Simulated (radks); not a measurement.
The numbers below are computed, except where a source is named.
Isoelectronic series with 11 electrons, all held in the configuration [Ne] 3s1, which need not be the ground one along the series. Code: a radial shooting solver on a logarithmic mesh with Libxc functionals. Model: scalar-relativistic Kohn-Sham, BLYP, spin-polarised, spherical densities, point nucleus; open shells are filled with parallel spins first (spin-orbit coupling, left out, can overturn this in heavy ions). Total energies (hartree) and orbital eigenvalues (eV) (* marks an orbital that is empty in some or all of the ions):

ion    E (hartree)     3p up*      3s up    2p down      2p up    2s down
Si3+    -287.90422   -31.6365   -40.4350  -131.8218  -132.0916  -175.4829
Cl6+    -450.84795   -92.3447  -107.4614  -299.0019  -299.4653  -359.2077
Ca9+    -651.48374  -181.0548  -202.5918  -528.4308  -529.0826  -606.0787
V12+    -890.06044  -297.4751  -325.6903  -819.9515  -820.7901  -916.2456
Fe15+  -1166.89384  -441.5757  -476.8652  -1173.684  -1174.709  -1290.243
Cu18+  -1482.35973  -613.4223  -656.3331  -1589.872  -1591.085  -1728.823
Ge21+  -1836.89350  -813.1318  -864.3841  -2068.845  -2070.247  -2232.911
Br24+  -2230.99201  -1040.858  -1101.370  -2610.997  -2612.590  -2803.600
Sr27+  -2665.21655  -1296.784  -1367.704  -3216.783  -3218.569  -3442.149
Nb30+  -3140.19679  -1581.120  -1663.859  -3886.715  -3888.697  -4149.994
